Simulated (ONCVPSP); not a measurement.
**What one change does to a pseudopotential (Fe, ONCV)**

ONCVPSP 4.0.1 input, shortened (lines: element, Z, core and valence counts, functional; n l f; lmax; l rc ep ncon nbas qcut; lloc lpopt rc5 dvloc0; l nproj debl; icmod fcfact rcfact), PBE, scalar-relativistic:

```
  Fe 26.00    3    4        4      upf
    1    0    2.00
    2    0    2.00
    2    1    6.00
    3    0    2.00
    3    1    6.00
    3    2    6.50
    4    0    1.50
    2
    0    1.15    0.00    4    9   11.20
    1    1.25    0.00    4    7    8.50
    2    1.15    0.00    5   10   12.90
    2    5    1.15    0.00
    0    3    3.10
    1    2    1.20
    2    0    1.20
    3    5.00    1.40
```

In the p channel the program set the typed energies aside and used -2.119, 0.250 Ha.

All-electron outer shells of the reference configuration (PBE, scalar-relativistic, ld1.x):

| shell | level (eV) | outermost node (bohr) | outermost maximum (bohr) |
| --- | --- | --- | --- |
| 2p | -695.71 | – | 0.18 |
| 3s | -91.55 | 0.33 | 0.70 |
| 3p | -57.65 | 0.30 | 0.72 |
| 3d | -5.48 | – | 0.72 |
| 4s | -4.74 | 1.01 | 2.47 |

Change: s: ncon 5, nbas 10.

Cutoffs: the cutoffs (Ha) at which the residual kinetic energy of the hardest occupied pseudo-wave falls to 1 and 0.1 mHa per electron; they do not see the model core or the augmentation charge, which bear on the density cutoff. Errors are all-electron minus pseudo energies relative to the spin-unpolarised reference configuration.

**Question.** How do hardness, ghosts and transferability respond?

**Answer.** The potential gets neither clearly harder nor softer (70 Ha and 80 Ha → 70 Ha and 80 Ha); the errors of the 4 common tests hardly move; neither file shows a bound ghost.

| quantity | base | changed |
| --- | --- | --- |
| cutoff, loose | 70 Ha | 70 Ha |
| cutoff, tight | 80 Ha | 80 Ha |
| loose cutoff by channel | s 44 Ha, p 31 Ha, d 70 Ha | s 47 Ha, p 31 Ha, d 70 Ha |
| bound ghosts | none | none |
| GHOST(+) flags under 300 eV | none | none |
| error for 3s2 3p6 3d6 4s2, meV [ΔE 0.73 eV] | -0.2 | -0.2 |
| error for 3s2 3p6 3d6 4s1, meV [ΔE 9.46 eV] | -1.5 | -1.5 |
| error for 3s2 3p6 3d6 4s0, meV [ΔE 25.66 eV] | -3.1 | -3.0 |
| error for 3s2 3p6 3d7 4s1, meV [ΔE -0.06 eV] | -1.8 | -1.8 |
| s: phases at 1.17 bohr within 0.05 rad from the reference energy up to (Ha; the scan ends near 5) | to the end of the scan | to the end of the scan |
| p: phases at 1.27 bohr within 0.05 rad from the reference energy up to (Ha; the scan ends near 5) | to the end of the scan | to the end of the scan |
| d: phases at 1.17 bohr within 0.05 rad from the reference energy up to (Ha; the scan ends near 5) | 2.9 | 2.9 |
| rms error of d²Exc/dni dnj with the model core, mHa | 1.21 | 1.10 |
